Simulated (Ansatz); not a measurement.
Born–Oppenheimer molecular dynamics of ClF$_{3}$Hf (5 atoms, charge 0, multiplicity 1). It starts from a relaxed structure.

Computed with RKS PBE0-D4/def2-SVP (Ansatz).

```yaml
ensemble: NVE (velocity Verlet)
time_step: 1 fs
steps_asked: 300
starting_velocities_drawn_for: 1000 K
seed: 692409
```

Frames 2 fs apart, positions in Å, forces in eV/Å.

Velocities at 160.0 fs (Å/ps):

```
Hf -1.18 0.17 0.27
Cl 3.30 1.02 0.10
F 1.00 -2.98 3.30
F 0.46 1.42 -1.57
F 3.50 -1.96 -4.44
```

```xyz
5
Properties=species:S:1:pos:R:3:forces:R:3 time_fs=160.0 energy_less_start_eV=0.292 T=248
Hf -0.013 -0.033 0.007 0.35 -0.69 0.51
Cl 0.073 -0.003 2.334 -0.14 0.10 0.18
F 1.805 0.340 -0.431 -0.06 -0.65 -0.23
F -0.694 1.540 -0.715 -0.78 0.80 -0.29
F -1.119 -1.563 -0.433 0.62 0.44 -0.17
5
Properties=species:S:1:pos:R:3:forces:R:3 time_fs=162.0 energy_less_start_eV=0.282 T=272
Hf -0.015 -0.033 0.008 0.40 -0.59 0.44
Cl 0.080 -0.001 2.334 -0.15 0.09 0.18
F 1.807 0.333 -0.425 -0.12 -0.65 -0.22
F -0.694 1.544 -0.719 -0.73 0.71 -0.25
F -1.112 -1.567 -0.442 0.61 0.45 -0.16
5
Properties=species:S:1:pos:R:3:forces:R:3 time_fs=164.0 energy_less_start_eV=0.270 T=305
Hf -0.018 -0.033 0.008 0.42 -0.42 0.36
Cl 0.086 0.002 2.335 -0.17 0.08 0.18
F 1.809 0.325 -0.419 -0.17 -0.65 -0.22
F -0.695 1.548 -0.723 -0.66 0.56 -0.18
F -1.103 -1.569 -0.452 0.58 0.43 -0.14
5
Properties=species:S:1:pos:R:3:forces:R:3 time_fs=166.0 energy_less_start_eV=0.255 T=342
Hf -0.020 -0.033 0.009 0.42 -0.18 0.28
Cl 0.092 0.004 2.335 -0.18 0.07 0.17
F 1.810 0.316 -0.413 -0.21 -0.64 -0.22
F -0.698 1.555 -0.727 -0.57 0.36 -0.09
F -1.093 -1.571 -0.461 0.54 0.38 -0.14
5
Properties=species:S:1:pos:R:3:forces:R:3 time_fs=168.0 energy_less_start_eV=0.241 T=380
Hf -0.022 -0.033 0.010 0.42 0.10 0.19
Cl 0.098 0.006 2.336 -0.19 0.06 0.17
F 1.811 0.305 -0.408 -0.24 -0.63 -0.22
F -0.701 1.562 -0.731 -0.47 0.15 0.00
F -1.082 -1.572 -0.471 0.49 0.32 -0.14
5
Properties=species:S:1:pos:R:3:forces:R:3 time_fs=170.0 energy_less_start_eV=0.227 T=415
Hf -0.024 -0.033 0.011 0.40 0.40 0.11
Cl 0.104 0.009 2.337 -0.21 0.05 0.16
F 1.812 0.294 -0.404 -0.26 -0.62 -0.23
F -0.706 1.569 -0.736 -0.36 -0.08 0.10
F -1.070 -1.572 -0.481 0.42 0.24 -0.14
5
Properties=species:S:1:pos:R:3:forces:R:3 time_fs=172.0 energy_less_start_eV=0.215 T=446
Hf -0.026 -0.033 0.012 0.38 0.69 0.05
Cl 0.110 0.011 2.338 -0.22 0.04 0.15
F 1.812 0.281 -0.400 -0.25 -0.60 -0.24
F -0.712 1.576 -0.740 -0.26 -0.29 0.19
F -1.057 -1.572 -0.492 0.35 0.15 -0.15
5
Properties=species:S:1:pos:R:3:forces:R:3 time_fs=174.0 energy_less_start_eV=0.205 T=472
Hf -0.028 -0.032 0.013 0.35 0.97 0.00
Cl 0.115 0.014 2.340 -0.23 0.03 0.13
F 1.811 0.266 -0.396 -0.23 -0.57 -0.25
F -0.718 1.583 -0.744 -0.16 -0.47 0.28
F -1.043 -1.572 -0.503 0.27 0.05 -0.17
5
Properties=species:S:1:pos:R:3:forces:R:3 time_fs=176.0 energy_less_start_eV=0.196 T=496
Hf -0.029 -0.032 0.013 0.32 1.20 -0.02
Cl 0.120 0.016 2.341 -0.24 0.02 0.12
F 1.810 0.251 -0.393 -0.20 -0.54 -0.26
F -0.724 1.588 -0.747 -0.08 -0.63 0.35
F -1.029 -1.571 -0.514 0.20 -0.05 -0.18
5
Properties=species:S:1:pos:R:3:forces:R:3 time_fs=178.0 energy_less_start_eV=0.187 T=518
Hf -0.031 -0.031 0.014 0.29 1.39 -0.03
Cl 0.125 0.019 2.343 -0.25 0.01 0.11
F 1.808 0.234 -0.390 -0.15 -0.51 -0.28
F -0.731 1.592 -0.750 -0.01 -0.75 0.40
F -1.014 -1.571 -0.526 0.12 -0.15 -0.20
5
Properties=species:S:1:pos:R:3:forces:R:3 time_fs=180.0 energy_less_start_eV=0.178 T=542
Hf -0.033 -0.030 0.015 0.26 1.52 -0.03
Cl 0.129 0.021 2.345 -0.26 0.01 0.10
F 1.806 0.217 -0.388 -0.10 -0.47 -0.30
F -0.737 1.595 -0.752 0.04 -0.82 0.43
F -0.999 -1.570 -0.538 0.06 -0.23 -0.21
5
Properties=species:S:1:pos:R:3:forces:R:3 time_fs=182.0 energy_less_start_eV=0.167 T=569
Hf -0.034 -0.029 0.016 0.23 1.58 0.00
Cl 0.133 0.024 2.347 -0.27 0.00 0.09
F 1.804 0.198 -0.387 -0.04 -0.43 -0.31
F -0.744 1.596 -0.753 0.07 -0.85 0.45
F -0.984 -1.571 -0.550 0.01 -0.29 -0.22
```

Of the whole run (300 fs, mean temperature of the second half 522 K): The conserved energy stayed within 0.032 meV per atom of its start (net change 0.0094 meV per atom), so the integration is sound. Over the second half the temperature averaged 0.52 of the 1000 K drawn at the start: a run that starts near a minimum puts about half its kinetic energy into the potential. A run of 0.3 ps of so small a system gives no equilibrium averages.

Time of the run: 13 min on 2 threads of Arm Neoverse V1, with other jobs on the host, peak memory 0.2 GiB.
